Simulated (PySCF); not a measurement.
A structure optimised at PBE0-D3(BJ)/def2-SVP, used in a PySCF frequency run:

```xyz
9

F      2.0429    -1.5809    -0.3686
Si     1.0591    -0.3168    -0.1567
F      1.1384     0.5581    -1.5104
C     -0.6410    -1.0073     0.0864
C     -1.6931    -0.2970     0.4988
Cl    -1.6190     1.3970     0.8275
H      1.5739     0.5043     0.9574
H     -0.8128    -2.0748    -0.0936
H     -2.6917    -0.7124     0.6631
```

Task: Write its SMILES and formula.

Result: F[SiH](F)/C=C\Cl, C2H3ClF2Si

Task: What are its rotational constants (standard atomic weights)?

Result: 4.7046, 1.2245, 1.0662 GHz
